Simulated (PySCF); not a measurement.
# Dipole response of I⁻ (iodine, charge -1)

[Xe], closed-shell 1S. All numbers are calculated (PySCF 2.14, the non-relativistic Hamiltonian (point nucleus), in dyall-av2z). Coupled (time-dependent) response in atomic units; α is the mean over directions. A double-zeta set is small for polarisabilities.

| method | mean α (bohr³) | C₆ (like pair) | S(−4) |
| --- | --- | --- | --- |
| UHF | 47.31 | 646.5 | 425.8 |
| PBE | 53.35 | 746.2 | 636.2 |
| PBE0 | 50.95 | 705.7 | 543.3 |
| revPBE | 53.79 | 757.0 | 639.5 |

S(−4) is the Cauchy moment in α(ω) = α(0) + S(−4) ω² + …

α(iu) at revPBE:

```tsv
u (hartree)	α(iu) (bohr³)
0	53.79
0.0500	52.27
0.100	48.43
0.200	38.82
0.300	30.37
0.500	18.80
0.750	11.09
1.00	7.142
1.50	3.605
2.00	2.161
3.00	1.033
5.00	0.4057
```

A single London oscillator, α(iu) = α/(1 + u²/ω²), gives C₆ = (3/4) ω α². Matching the computed C₆ needs ω = 4 × 757.0 / (3 × 53.79²) = 0.349 hartree.

For an ion, C₆ is the dispersion term alone; charge-induced terms of lower order in 1/R come first.

A non-relativistic calculation at this Z misses sizeable relativistic shifts.
